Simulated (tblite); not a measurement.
C5H11NO2Si.
Z-matrix (Å and degrees, GFN2-xTB geometry), rows numbered from 1:
```
C 
C   1  1.3189
C   2  1.5004  1  124.30
C   3  1.5340  2  110.19  1  -106.78
C   4  1.5254  3  110.98  2  -179.96
O   5  1.3987  4  112.34  3    61.34
Si  6  1.6325  5  119.48  4   -46.46
N   7  1.7085  6  105.64  5   151.50
O   3  1.4089  2  108.69  1   131.98
H   1  1.0777  2  121.70  3    -0.89
H   1  1.0763  2  121.99  3   178.77
H   2  1.0806  1  121.41  3  -179.86
H   3  1.1001  2  109.85  1    13.10
H   4  1.0916  3  108.38  2   -60.65
H   4  1.0902  3  109.59  2    58.52
H   5  1.0984  4  109.43  3   -60.37
H   5  1.0955  4  110.19  3  -179.44
H   7  1.4588  6  111.16  5   -90.83
H   8  1.0062  7  119.67  6   -48.81
H   8  1.0033  7  117.39  6   172.34
```

Level: GFN2-xTB in tblite, geometry and Hessian alike; calculated harmonic values, unscaled, isolated species. Against measured fundamentals such values can be off by several per cent, at times by over 20. Modes of hydrogen on silicon can be 10 to 20 % off. One conformer, not necessarily the lowest.

Harmonic wavenumbers (cm⁻¹): 49.6, 69.8, 101.2, 131.3, 182.7, 226.5, 248.5, 282.7, 322.7, 351.3, 382.7, 472.4, 502.0, 553.4, 644.7, 679.6, 716.1, 753.3, 806.1, 850.7, 887.2, 900.2, 915.0, 958.1, 972.1, 1006.3, 1018.0, 1082.4, 1099.4, 1140.8, 1149.3, 1185.3, 1227.6, 1254.2, 1279.0, 1311.5, 1330.2, 1338.5, 1414.5, 1452.7, 1488.2, 1514.6, 1716.4, 2300.1, 2859.8, 2883.3, 2928.7, 2987.8, 2996.8, 3078.9, 3100.9, 3129.4, 3494.9, 3554.0.

A = 2605, B = 946.7, C = 756.5 MHz; mass 145.056 u (most abundant isotopes); point group C1, symmetry number 1.

**Question.** Zero-point energy?

**Answer.** ½Σν̃ = 34642 cm⁻¹ = 99.05 kcal/mol.

**Question.** What is S at 400 K and 1 bar for an ideal gas of classical rigid rotors and harmonic oscillators?

**Answer.** Translation 42.31, rotation 30.41, vibration 42.58: S = 115.3 cal/(mol K).

**Question.** And Cp and H(400 K) − H(0)?

**Answer.** Cp = 52.40 cal/(mol K), of which vibrations give 44.45 (their classical limit is 54 R = 107.3); H(400 K) − H(0) = 12.14 kcal/mol without the zero-point energy, 8.96 from vibrations.

**Question.** Blend soft modes into free rotors: weight 1/[1 + (100 cm⁻¹/ν̃)⁴] for the oscillator and the rest for a rotor with moment μB/(μ + B), μ = h/(8π²ν), B = 10⁻⁴⁴ kg m². What vibrational entropy results?

**Answer.** 39.50 cal/(mol K) in place of 42.58, which changes −T·S at 400 K by +1.23 kcal/mol.

**Question.** Which modes carry the vibrational entropy at 400 K?

**Answer.** 49.6 cm⁻¹: 5.42; 69.8 cm⁻¹: 4.74; 101.2 cm⁻¹: 4.01; 131.3 cm⁻¹: 3.50; 182.7 cm⁻¹: 2.86; 226.5 cm⁻¹: 2.45 cal/(mol K); the other 48 give 19.62 together.

Hindered rotation and anharmonicity are outside this model. Other conformers, if any are populated, would add a mixing term that is left out. The structure is chiral; the term R ln 2 for an equal mix with its mirror image is left out.
